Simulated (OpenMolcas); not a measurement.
Computed levels of 4s² 4p in ions with 31 electrons, in cm-1 above ²P°_1/2.

```
Program             : OpenMolcas
Method              : XMS-RASPT2, IPEA 0.25 Eh, imaginary shift 0.1 Eh
Basis               : ANO-RCC-VTZP
Scalar Hamiltonian  : DKH2, point nucleus
Spin-orbit coupling : RASSI with atomic mean-field integrals over the reference wave functions, term energies averaged over their components
```

Active space for each ion: 3 electrons in 9 orbitals (RAS2 4s 4p; RAS3 4d, at most 2 electrons); closed shells correlated by CASPT2: 3d.

```tsv
Level	Ga	Ge+	As2+	Se3+	Kr5+
²P°_3/2	826	1610	2650	3930	7350
```

**Question.** Estimate ²P°_3/2 for Br4+ from its neighbours Se3+ and Kr5+.

**Answer.** ²P°_3/2 is fine structure, which grows about as the fourth power of a screened charge, so the fourth roots are averaged: ((3930^0.25 + 7350^0.25) / 2)^4 = 5441. The calculation gives 5530, so the estimate is off by -1.6 %; the measured value is 6090 (Moore, Atomic Energy Levels, vol. II, NSRDS-NBS 35 (1971 reprint of NBS Circular 467, 1952)).

Term energies are means over components that CASPT2 splits; among the terms shown or strongly mixed into the levels shown the widest spread is 14 cm-1 (4s² 4p ²P°, As2+). Active for correlation alone: 4d; no level in the range computed is led by a configuration that fills it, so any true level of that kind is missing. Some high roots are left out of the spin-orbit mixing, which shifts the levels that they would mix with (holds for Ga; Ge+). Measured partners are found by configuration, term and J. A level has none where our copy of the source lacks it or the pairing is in doubt (some pairs that miss far off the trend of their configuration count as doubtful), and it then counts in no deviation. Only configurations of the active space appear.

° marks odd parity.
